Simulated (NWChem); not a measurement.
System: C₃H₇S, doublet; SMILES C[C](C)S

```xyz
11

C      1.3242    -1.0616    -0.0203
C      0.0082    -0.3854     0.1581
C     -1.2629    -1.1345    -0.0418
S      0.0385     1.3556    -0.0248
H      1.5572    -1.2663    -1.0857
H      1.3301    -2.0344     0.4985
H      2.1522    -0.4578     0.3827
H     -2.1172    -0.6438     0.4533
H     -1.5289    -1.2368    -1.1142
H     -1.1783    -2.1538     0.3686
H     -1.2472     1.5920     0.3178
```
Atoms are numbered in this order, from 1.

Computed with NWChem. Pople sets run with spherical d functions. Spin-unrestricted. The geometry was optimised at PBE0/def2-SVP, spin-unrestricted. No stability test was run on the SCF state. Level PBE/6-31G*: single points from the atomic guess with DIIS by default; each run changes one setting, and all converged runs end within 0.3 mHa of each other. cgmin counts macro-iterations, each dearer than a DIIS step. NWChem's automatic level shift, which a small gap switches on, acted in some of these runs.

Question: Which setting needs the most SCF iterations, or fails (occupation smearing of 0.005 Ha; level shift of 0.5 Ha throughout; core-Hamiltonian guess; defaults; quadratically convergent solver (cgmin))?

Answer: core-Hamiltonian guess, with 31 against 8 for the defaults.
```json
[
 {"setting": "defaults", "SCF iterations": "8"},
 {"setting": "occupation smearing of 0.005 Ha", "SCF iterations": "8"},
 {"setting": "quadratically convergent solver (cgmin)", "SCF iterations": "5"},
 {"setting": "level shift of 0.5 Ha throughout", "SCF iterations": "12"},
 {"setting": "core-Hamiltonian guess", "SCF iterations": "31"}
]
```
